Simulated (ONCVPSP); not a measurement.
# Before and after: ONCV potential for As

arsenic (As), optimised norm-conserving Vanderbilt (ONCV), made with ONCVPSP 4.0.1 (PBE, scalar-relativistic). Core [Ar] 3d10, reference 4s1.5 4p3.5. Waves: 4s: rc 1.50 bohr, ncon 3, nbas 7, qcut 4.1 1/bohr, 2 projectors, debl 0.4 Ha; 4p: rc 1.60 bohr, ncon 4, nbas 9, qcut 6 1/bohr, 2 projectors, debl 0.8 Ha; d scattering state at 0.07 Ha: rc 1.60 bohr, ncon 5, nbas 8, qcut 5.7 1/bohr, 1 projector. Local part: polynomial inside 1.30 bohr (lpopt 5, dvloc0 1 Ha). Core correction: Teter function, fcfact 3.75, rcfact 1.65.

In the s channel the program set the typed energies aside and used -0.549, 0.250 Ha.

Change: local potential polynomial inside 1.30 bohr (lpopt 5, dvloc0 2.5 Ha).

Cutoffs: the cutoffs (Ha) at which the residual kinetic energy of the hardest occupied pseudo-wave falls to 1 and 0.1 mHa per electron; they do not see the model core or the augmentation charge, which bear on the density cutoff. Errors are all-electron minus pseudo energies relative to the spin-unpolarised reference configuration.

What does the change do?

The potential gets neither clearly harder nor softer (13 Ha and 54 Ha → 13 Ha and 54 Ha); a bound ghost appears in d, which as a rule spoils a file; the errors of the 4 common tests hardly move. In the separable form a ghost depends on how the local part lies against the semilocal potential of the channel, so the choice of the local part can create or remove one.

| quantity | base | changed |
| --- | --- | --- |
| cutoff, loose | 13 Ha | 13 Ha |
| cutoff, tight | 54 Ha | 54 Ha |
| bound ghosts | none | d |
| GHOST(+) flags under 300 eV | s at 90.4 eV | s at 104.6 eV |
| error for 4s2 4p3, meV [ΔE -4.68 eV] | -2.9 | -2.9 |
| error for 4s2 4p2, meV [ΔE 4.47 eV] | -23 | -23 |
| error for 4s2 4p1, meV [ΔE 22.39 eV] | -146 | -146 |
| error for 4s0 4p5, meV [ΔE 14.38 eV] | -24 | -25 |
| s: phases at 1.52 bohr within 0.05 rad from the reference energy up to (Ha; the scan ends near 5) | 3.0 | 3.5 |
| p: phases at 1.62 bohr within 0.05 rad from the reference energy up to (Ha; the scan ends near 5) | 3.7 | 3.9 |
| d: phases at 1.62 bohr within 0.05 rad from the reference energy up to (Ha; the scan ends near 5) | 0.5 | 0.5 |
| rms error of d²Exc/dni dnj with the model core, mHa | 3.69 | 3.69 |

 A true bound ghost makes a file unfit for plane-wave use even where its test errors are small: the radial tests pick states by their node count and pass the ghost by.
